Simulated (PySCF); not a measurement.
# One molecule, several mistakes: B2H6NSi cation

All numbers below are calculated, not measured. They come from PySCF 2.14.0, an open-source quantum chemistry program, on an isolated molecule that a program drew, which may never have been made. The molecule is B2H6NSi cation (charge +1, singlet), drawn as the SMILES string `BBN[SiH2+]`.

Each row is a Hartree-Fock (HF) and frozen-core CCSD(T) single point in the cc-pV(D+d)Z basis, meant for a local HF minimum. Run 1 is clean. Each other run has one planted mistake out of seven kinds, and not every kind appears here: one electron removed, one electron added, multiplicity raised by two, geometry at a saddle point, minimal basis STO-3G, one bond length entered in bohr, all coordinates scaled. The reference is restricted for singlets and unrestricted otherwise, and also for a bond in bohr. Adding or removing an electron swaps singlet and doublet. Electrons count all cores. HOMO and LUMO are orbital energies over both spins, the gradient is its largest component, and the lowest frequency (negative if imaginary) is given only where the gradient is small. Bond lengths are over the 9 bonds as drawn. T1 is the CCSD diagnostic: over 0.02 (restricted) or 0.045 (unrestricted) a single reference is doubtful.

Geometry of the clean run:
```xyz
10
B2H6NSi cation, angstrom
B    -1.4640    2.1183   -1.1519
B    -1.7369    0.4895   -0.7594
N    -1.3744   -0.1330    0.5336
Si   -1.6443   -1.7128    0.9005
H    -0.4463    2.4553   -1.6847
H    -2.2978    2.9478   -0.9282
H    -2.2544   -0.2680   -1.5333
H    -0.9352    0.4509    1.2285
H    -2.2778   -2.5664   -0.0941
H    -1.2426   -2.2143    2.2098
```

| run | electrons | basis functions | <S^2> | HOMO (eV) | LUMO (eV) | gradient (hartree/bohr) | lowest frequency (cm^-1) | mean bond (Å) | longest bond (Å) | T1 | HF (hartree) | CCSD(T) (hartree) | mistake |
|---|---|---|---|---|---|---|---|---|---|---|---|---|---|
| 1 | 36 | 95 | 0.000 | -15.91 | -4.75 | 1.1e-05 | 121 | 1.3710 | 1.698 | 0.0143 | -395.99811 | -396.46867 | no fault |
| 2 | 36 | 95 | 0.000 | -16.05 | -4.70 | 1.9e-02 | - | 1.3395 | 1.658 | 0.0135 | -395.99298 | -396.45969 | all coordinates scaled |
| 3 | 37 | 95 | 0.767 | -6.25 | 1.82 | 7.6e-02 | - | 1.3710 | 1.698 | 0.0185 | -396.19947 | -396.68810 | one electron added |
| 4 | 36 | 95 | 0.000 | -15.87 | -4.88 | 5.1e-05 | -245 | 1.3760 | 1.747 | 0.0131 | -395.99021 | -396.45999 | ? |
| 5 | 36 | 95 | 2.108 | -10.95 | -7.48 | 1.1e-01 | - | 1.3710 | 1.698 | 0.0246 | -395.83894 | -396.31367 | ? |

**Which mistake was planted in run 4, and what did it cost?**

The gradient is small, so the point is stationary, but the lowest frequency is imaginary (-245 cm^-1). So the mistake is: geometry at a saddle point. Subtracting run 1 and multiplying by 627.51 kcal/mol a hartree, the energy moved by 5.0 kcal/mol in HF and 5.4 kcal/mol in CCSD(T).

**Which mistake was planted in run 5, and what did it cost?**

Electrons, basis and geometry are unchanged, and <S^2> is 2.108, beside S(S+1) = 2.00 for a multiplicity of 3. So the mistake is: multiplicity raised by two. Subtracting run 1 and multiplying by 627.51 kcal/mol a hartree, the energy moved by 99.9 kcal/mol in HF and 97.3 kcal/mol in CCSD(T).

